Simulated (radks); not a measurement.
The numbers below are computed, except where a source is named.
Task: The potassium ion K3+ is in [Ne] 3s2 3p4. Code: a radial shooting solver on a logarithmic mesh with Libxc functionals. Model: scalar-relativistic Kohn-Sham, PBEsol, spin-polarised, spherical densities, finite nucleus; Fermi nuclear charge, rms radius of each element as measured or else 0.836 A^(1/3) + 0.57 fm. Open shells are filled with parallel spins first. One electron is removed from 3p, 3s, 2p, 2s in turn, with full relaxation. Which removal costs least, and what does each cost?

Result: 3p 60.623 eV; 3s 78.523 eV; 2p 346.01 eV; 2s 416.35 eV. The 3p electron leaves first.
